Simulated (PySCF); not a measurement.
OSi, charge +1, doublet, geometry from GFN2-xTB (a state made from the parent by changing its charge; the spin is typed, not shown lowest). Base run: PBE/cc-pVDZ (PySCF).

Geometry (Å):
```xyz
2

Si     0.0000     0.0000    -0.5402
O      0.0000     0.0000     0.9454
```
Charge +1, spin multiplicity 2.
Orbitals are unrestricted.
All else is at PySCF's defaults.

Each row names what was changed in the base input (with any setting that the change needs).

```tsv
change	basis functions	E (Eh)	HOMO (eV)
base	32	-364.07835	-16.46
basis = cc-pVDZ-DK; relativity = spin-free X2C; nucleus = Gaussian (with nucmod='G')	32	-364.74086	-16.45
basis = ANO-RCC-VDZP; relativity = spin-free X2C; nucleus = Gaussian (with nucmod='G')	32	-364.77850	-16.51
basis = ANO-RCC-VDZP; relativity = none	32	-363.98009	-16.51
basis = jorge-DZP-DKH; relativity = spin-free X2C; nucleus = Gaussian (with nucmod='G')	39	-364.75695	-16.46
basis = jorge-DZP-DKH; relativity = spin-free X2C	39	-364.75715	-16.46
basis = ANO-RCC-VDZP; relativity = spin-free X2C	32	-364.77870	-16.51
basis = jorge-DZP-DKH; relativity = none	39	-364.01401	-16.47
basis = cc-pVDZ-DK; relativity = none	32	-363.96087	-16.46
basis = cc-pVDZ-DK; relativity = spin-free X2C	32	-364.74106	-16.45
```

Totals shift with the method and basis; they matter in differences.

Open shells are given as the SCF converged; they aren't shown to be the lowest states, and a large step between rows can be another state.

Basis sets contracted for a relativistic Hamiltonian are a mismatch without it, so the rows without relativity aren't non-relativistic limits. No row has spin-orbit coupling; sets with core potentials leave out the core electrons.
